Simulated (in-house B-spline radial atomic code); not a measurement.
Response and correlation of the rhenium ion Re⁶³⁺

Closed shell [Ne] 3s2. Computed with an all-electron radial atomic-structure program (B-spline basis): Dirac-Hartree-Fock, relativistic RPA (time-dependent Dirac-Hartree-Fock) for the response and second-order many-body perturbation theory for correlation, no-pair Dirac-Coulomb Hamiltonian, finite nucleus.

Command:
```bash
python run_mb.py task.json out
```
Settings (nuclear radius in fm, box in bohr, cutoff in hartree):
```
basis_form          2
Z                   75
core_configuration  [Ne] 3s2
rms_radius          5.3698
mass_number         187
speed_of_light      137.036
box_radius          1.615
lmax                7
intervals           54
virtual_cutoff      140625.0
```

Run time, properties included: 0.9 s on 1 thread of Intel(R) Xeon(R) Platinum 8488C, on a shared host.

```json
{"multipole (bohr³, bohr⁵, bohr⁷)": "dipole", "uncoupled": "0.0025273", "coupled RPA": "?"}
{"multipole (bohr³, bohr⁵, bohr⁷)": "quadrupole", "uncoupled": "2.7629e-05", "coupled RPA": "3.0208e-05"}
{"multipole (bohr³, bohr⁵, bohr⁷)": "octupole", "uncoupled": "5.7422e-07", "coupled RPA": "5.8704e-07"}
```

(1) What is the coupled dipole polarisability?

(2) Which subshells carry the dipole polarisability?

(3) What does the dipole shielding factor come to?

Dipole polarisability at imaginary frequency:

| u (Eh) | α(iu) (bohr³) |
| --- | --- |
| 0 | 0.00301 |
| 10.2 | 0.001564 |
| 25.6 | 0.0007139 |
| 51.2 | 0.0002992 |
| 76.8 | 0.0001796 |
| 102 | 0.0001296 |
| 154 | 8.433e-05 |
| 205 | 6.34e-05 |
| 256 | 5.059e-05 |
| 358 | 3.504e-05 |
| 512 | 2.237e-05 |
| 768 | 1.24e-05 |
| 1020 | 7.837e-06 |
| 1540 | 3.834e-06 |
| 2560 | 1.51e-06 |
| 5120 | 4.035e-07 |

(4) What dispersion coefficients follow for two such ions (the dispersion part alone)?

Lowest J = 1 odd-parity excitations:

```json
{"energy (eV)": "153.75", "oscillator strength": "0.0495", "leading channel": "3s1/2 → p1/2", "weight": "0.996"}
{"energy (eV)": "576.42", "oscillator strength": "0.616", "leading channel": "3s1/2 → p3/2", "weight": "0.996"}
{"energy (eV)": "3390", "oscillator strength": "0.25", "leading channel": "3s1/2 → p1/2", "weight": "1.0"}
{"energy (eV)": "3553.4", "oscillator strength": "0.296", "leading channel": "3s1/2 → p3/2", "weight": "1.0"}
{"energy (eV)": "4824.2", "oscillator strength": "0.0669", "leading channel": "3s1/2 → p1/2", "weight": "1.0"}
{"energy (eV)": "4905.8", "oscillator strength": "0.0938", "leading channel": "3s1/2 → p3/2", "weight": "1.0"}
{"energy (eV)": "5585.1", "oscillator strength": "0.0291", "leading channel": "3s1/2 → p1/2", "weight": "1.0"}
{"energy (eV)": "5631.8", "oscillator strength": "0.0435", "leading channel": "3s1/2 → p3/2", "weight": "1.0"}
```

Second-order correlation energy by the highest angular momentum of the excited pair (hartree): s -0.02548, p -0.2632, d -0.2487, f -0.05956, g -0.02163, h -0.008095, i -0.00369, k -0.00191.

(5) What is the second-order correlation energy at the partial-wave limit?

Answers

(1) 0.0030096 atomic units, +19 % against the uncoupled value.

(2) 3s1/2 99.4 %, 2p3/2 0.4 %, 2p1/2 0.1 %.

(3) The dipole shielding factor is 0.160, against the exact N/Z = 12/75 = 0.160 of the non-relativistic theorem.

(4) C6 = (3/π)∫α(iu)²du = 7.893e-05 hartree·bohr⁶ and C8 = 6.799e-06 hartree·bohr⁸.

(5) The listed waves sum to -0.6323 hartree; extrapolating the increments as (l + 1/2)⁻⁴ gives -0.6362 hartree, -1.44 eV per electron.
